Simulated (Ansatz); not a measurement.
Ansatz (a first-principles code) input:

Ansatz 0.2 input:
```yaml
crystal:
  periodic: [false, false, false]
  atoms:
    - {symbol: Sn, position_ang: [-0.13533936, -0.20004737, -0.10239354]}
    - {symbol: F, position_ang: [-1.15516598, 1.43207805, -0.02636242]}
    - {symbol: F, position_ang: [0.45204154, -0.53904553, 1.70030565]}
    - {symbol: F, position_ang: [1.45500976, 0.21834178, -1.10509022]}
basis:
  gaussian:
    orbitals: def2-TZVPD
hamiltonian:
  xc: {name: BHLYP}
total_charge: 1
```

Q: Which total energy does the run end on?

A: -513.43059 Eh (BHLYP/def2-TZVPD). The basis has 176 functions.

This state (charge 1, singlet) is run at the relaxed geometry of the species with charge 0 and multiplicity 2.
